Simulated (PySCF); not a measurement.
**Static response to an electric field**

Species: C5H9NSi.
Cartesian coordinates in Å at the GFN2-xTB level; atoms count from 1:
```xyz
16
C5H9NSi angstrom
C     -1.986   -0.770    1.348
C     -1.123   -0.632    0.343
C     -1.321   -1.338   -0.858
N     -1.431   -1.889   -1.859
Si     0.426    0.485    0.384
C      1.948   -0.618    0.115
C      0.263    1.762   -1.012
H     -1.851   -0.237    2.275
H     -2.851   -1.413    1.284
H      0.440    1.123    1.710
H      2.863   -0.034    0.124
H      1.892   -1.131   -0.842
H      2.035   -1.377    0.888
H      1.122    2.425   -1.040
H      0.190    1.273   -1.980
H     -0.624    2.378   -0.890
```

Level: B3LYP/def2-SVPD (PySCF), static field, nuclei fixed, core orbitals frozen in the response. The polarisability tensor in these axes (au):

```
x   90.68  6.01 -6.73
y    6.01 84.21  4.74
z   -6.73  4.74 97.91
```

Q: Diagonalise the tensor; give its mean and Δα, where Δα² is half the sum of the squared differences of the eigenvalues.

A: Principal values 77.72, 93.08 and 102.00 au; mean 90.93 au = 13.48 Å³ = 14.99 × 10⁻⁴⁰ C²·m²/J; Δα = 21.27 au (23 % of the mean).

Q: What is the dipole moment, and where does it point?

A: (0.91, 2.06, 3.00) D, 3.75 D in size, pointing from the negative to the positive side. Measured along this direction, the outermost atoms are N4 at the negative end and H10 at the positive end.

Q: What are the principal values of the traceless quadrupole moment, Θ = ½Σq(3rr − r²1), about the centre of nuclear charge?

A: -14.73, 3.04, 11.69 D·Å. The values depend on the origin, since the dipole doesn't vanish. The electronic extent ⟨r²⟩ about the same centre is 1030 bohr², a root-mean-square distance of 2.19 Å for the 60 electrons.

Q: In a dilute gas of rigid molecules at 400 K, how does the orientational term μ²/3kT compare with the electronic polarisability?

A: In Gaussian units μ²/3kT = 85.08 Å³ against 13.48 Å³, a ratio of 6.31; the Debye molar polarisation (4π/3)N_A(α + μ²/3kT) is 248.6 cm³/mol, leaving out the vibrational part.

Q: Find the Langevin capture rate constant for O2+ (31.990 u) meeting this molecule (111.050 u), k = 2.342 × 10⁻⁹ cm³/s × √(α in Å³ / reduced mass in u).

A: The reduced mass is 24.84 u, so k = 1.73 × 10⁻⁹ cm³/s. The formula leaves out the permanent dipole, which adds to the capture rate.

One conformer (not necessarily the lowest) at the GFN2-xTB geometry, without solvent, vibrations or thermal averaging.
